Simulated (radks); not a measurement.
Ionisation of neutral neodymium, [Xe] 4f4 6s2, to [Xe] 4f4 6s1 as the strength of local exchange is varied. Calculated with a radial shooting solver on a logarithmic mesh with Libxc functionals: non-relativistic Kohn-Sham, Slater X-alpha exchange (alpha = 2/3 is LDA exchange), no correlation, spin-unpolarised, spherical densities, point nucleus; relativity is left out, which matters for an element this heavy.

| alpha | E(Nd) (hartree) | exchange (hartree) | IE (eV) | -e of the level emptied (eV) | <r> of it (bohr) |
|---|---|---|---|---|---|
| 0.594 | -9252.4264 | -179.8235 | 4.550 | 2.378 (6s) | 4.859 |
| 0.628 | -9262.7251 | -190.3320 | 4.692 | 2.505 (6s) | 4.808 |
| 0.656 | -9271.2152 | -199.0031 | 4.812 | 2.612 (6s) | 4.767 |
| 0.667 | -9274.5528 | -202.4138 | 4.859 | 2.655 (6s) | 4.751 |
| 0.696 | -9283.3576 | -211.4169 | 4.985 | 2.769 (6s) | 4.709 |
| 1.047 | -9390.5903 | -321.6832 | 6.652 | 4.311 (6s) | 4.256 |

NIST Atomic Spectra Database: 5.525 eV (measured). The Delta-SCF value meets it near alpha = 0.81. Relativity is left out here, which matters for elements this heavy. Spin polarisation and multiplet splitting are left out, so open shells lie too high by an amount that depends on their filling.

Beside tabulated values, note that spin-unpolarised runs miss the spin-polarisation part of the exchange energy of open shells.
